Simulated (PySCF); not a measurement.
Correlation energy of Si²⁺ (silicon, charge +2)

[Ne] 3s1 3p1, high-spin 3P determinant (an excited configuration). All numbers are calculated (PySCF 2.14, the spin-free X2C one-electron Hamiltonian (Gaussian nucleus), in x2c-QZVPPall with one added diffuse shell each of s, p, d, f type (10s7p5d3f1g, 86 functions)). Frozen: 1s2; 10 electrons correlated.

```json
{"level": "CCSD", "correlation energy (mhartree)": "-179.71"}
{"level": "(T)", "correlation energy (mhartree)": "-1.12"}
{"level": "CCSD(T)", "correlation energy (mhartree)": "-180.83"}
```

Diagnostics: T1 = 0.0036, D1 = 0.0121, largest double amplitude 0.036.

Is a single reference adequate?

Yes: T1 lies below 0.03 and no double amplitude reaches 0.07.

This basis was not built for core-valence correlation, so the inner-shell part is incomplete.
